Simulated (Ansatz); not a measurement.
`N[SiH](N)O[SiH3]` at its PBE0-D4/def2-TZVP geometry, where that method's forces vanish. Charge 0, multiplicity 1.

| atom | x (Å) | y (Å) | z (Å) |
| --- | --- | --- | --- |
| N1 | 1.892 | -0.395 | -0.682 |
| Si2 | 0.557 | -0.822 | 0.284 |
| N3 | -0.586 | -1.524 | -0.774 |
| O4 | -0.243 | 0.392 | 1.048 |
| Si5 | -1.153 | 1.701 | 0.693 |
| H6 | 2.803 | -0.258 | -0.278 |
| H7 | 1.779 | 0.108 | -1.546 |
| H8 | 1.102 | -1.652 | 1.384 |
| H9 | -0.300 | -2.235 | -1.426 |
| H10 | -1.541 | -1.652 | -0.482 |
| H11 | -2.549 | 1.298 | 0.376 |
| H12 | -1.167 | 2.598 | 1.876 |
| H13 | -0.596 | 2.440 | -0.473 |

Question: For each bond, give half the difference of the two atoms' forces along it (eV/Å; positive pushes the atoms apart) under PBE-D4, r2SCAN-D4, B3LYP-D4, ωB97M-V in def2-TZVPP. (Estimate.)

Answer: Ansatz gave: 
```
   bond  length (Å)  PBE-D4  r2SCAN-D4  B3LYP-D4  ωB97M-V
 N1–Si2       1.701    0.00       0.00      0.08     0.06
  N1–H6       1.006    0.19       0.01     -0.02    -0.03
  N1–H7       1.007    0.19       0.03     -0.02    -0.03
 Si2–N3       1.709    0.03       0.00      0.10     0.09
 Si2–O4       1.643    0.17       0.03      0.05     0.06
 Si2–H8       1.483   -0.03      -0.05     -0.18    -0.21
  N3–H9       1.007    0.18       0.02     -0.02    -0.02
 N3–H10       1.007    0.19       0.02     -0.02    -0.03
 O4–Si5       1.633    0.24       0.03      0.12     0.15
Si5–H11       1.488    0.02      -0.02     -0.09    -0.13
Si5–H12       1.484    0.03      -0.03     -0.10    -0.15
Si5–H13       1.488    0.02      -0.02     -0.07    -0.12
```

B3LYP here is the variant with VWN-RPA as its local correlation; programs differ in this.
